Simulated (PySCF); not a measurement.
## Simulated characterisation data

[PySCF: shielding tensors at PBE0/pcSseg-1 (GIAO); structure optimised with GFN2-xTB; single conformer; in vacuum; relativity neglected; one averaged value for each set of equivalent atoms]

Chemical shifts δ = σref − σ; ¹H and ¹³C vs TMS, all at this level. Splittings of carbon signals by F and P are missing where no couplings were computed. Where no couplings were computed, multiplicities follow the n + 1 count of equivalent neighbours, and m marks all less simple cases (inequivalent or close neighbours, rings, F or P nearby). Shifts are as computed. Against solution values, carbons near 30 ppm lie about +3 ppm off and those near 130 ppm about +5 ppm. Of 1211 compounds with measured shifts, 218 miss one by over three times the rms of a fit or turn the order of signals round; such compounds aren't used in these exercises.

Compound 1 (C8H9F). ¹H NMR (500 MHz, computed): δ 6.57 (m, 1H), 6.14 (m, 1H), 5.68 (t, 1H), 5.50 (m, 1H), 5.36 (m, 1H), 2.49 (m, 2H), 2.45 (m, 2H). ¹³C{¹H} NMR (computed): δ 174.4, 144.4, 141.6, 129.8, 117.8, 105.8, 28.6, 28.4. Structure: SMILES C1=C(C=C)C=C(F)CC1.

Compound 2 (C6H12F2). ¹H NMR (500 MHz, computed): δ 1.61 (m, 3H), 1.08 (s, 9H). ¹³C{¹H} NMR (computed): δ 132.7 (C), 41.1 (C), 25.7 (CH3), 21.4 (CH3). Structure: SMILES CC(C(C)(C)C)(F)F.
